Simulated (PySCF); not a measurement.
C₂H₆ClFSi, SMILES C[Si](C)(F)Cl. Heavy atoms are numbered as in [CH3:1][Si:2]([CH3:3])([F:4])[Cl:5]. Hydrogens are named by the atom that carries them.

Coordinates come from a ωB97X-D3(BJ)/def2-SVP optimisation.

These are PySCF with PBE/pcSseg-1 values and carry that method's errors.

GIAO shieldings, no solvent; atoms alike by connectivity are averaged. δ = σ(ref) − σ: ¹³C against TMS (σ = 182.0 ppm); ²⁹Si against TMS (σ = 335.4 ppm); ¹⁹F against CFCl3 (σ = 133.6 ppm); ³⁵Cl against HCl (σ = 936.5 ppm); ¹H against TMS (σ = 31.49 ppm), references at their B3LYP-D3(BJ)/def2-TZVP geometries, non-relativistic (without spin–orbit terms, shifts of atoms bonded to Cl or Br come out too high).

```json
[
 {"atoms": "C1 (CH3)", "nucleus": "¹³C", "count": "2", "δ (ppm)": "(withheld)"},
 {"atoms": "Si2", "nucleus": "²⁹Si", "count": "1", "δ (ppm)": "43.8"},
 {"atoms": "F4", "nucleus": "¹⁹F", "count": "1", "δ (ppm)": "(withheld)"},
 {"atoms": "Cl5", "nucleus": "³⁵Cl", "count": "1", "δ (ppm)": "84.8"},
 {"atoms": "H on C1", "nucleus": "¹H", "count": "6", "δ (ppm)": "0.73"}
]
```

### Question
Fill in the missing entries. (Estimate from the structure and the level; the computed values follow.)

### Answer

- F4, δ (ppm): -166.2
- C1 (CH3), δ (ppm): 5.4
